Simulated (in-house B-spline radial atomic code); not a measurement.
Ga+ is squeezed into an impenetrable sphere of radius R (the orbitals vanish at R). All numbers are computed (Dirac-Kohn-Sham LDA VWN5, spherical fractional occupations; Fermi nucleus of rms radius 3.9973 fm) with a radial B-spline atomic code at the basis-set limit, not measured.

Energies in eV above the free ion in [Ar] 3d10 4s2:

| R (bohr) | highest level (eV) | [Ar] 3d10 4s2 | [Ar] 3d9 4s2 4f1 | [Ar] 3d10 4s1 4p1 |
| --- | --- | --- | --- | --- |
| 7.02 | -16.6 | 0.01232 | 37.99 | 7.519 |
| 6.01 | -16.5 | 0.08128 | 40.43 | 7.73 |
| 4.66 | -15.7 | 0.9006 | 47.46 | 9.253 |
| 3.97 | -14 | 2.968 | 55.55 | 12.25 |
| 3.72 | -12.9 | 4.576 | 60.22 | 14.38 |
| 3.05 | -6.63 | 15.06 | 82.94 | 27.07 |
| 2.79 | -1.62 | 24.49 | 99.54 | 37.85 |
| 2.34 | 15.3 | 60.26 | 153.2 | 77 |
| 1.61 | 121 | 346.8 | 499.3 | 372.3 |
| 1.31 | 271 | 852 | 1056 | 878.7 |

Q: Does [Ar] 3d9 4s2 4f1 fall below [Ar] 3d10 4s2 under compression?

A: No, it stays above over the whole range.

Q: Does [Ar] 3d10 4s1 4p1 fall below [Ar] 3d10 4s2 under compression?

A: No, it stays above over the whole range.

The highest level is first positive in the row R = 2.34 bohr, pushed up by confinement above the zero of the free ion's potential. Each configuration is held fixed and needn't be the lowest in the sphere.
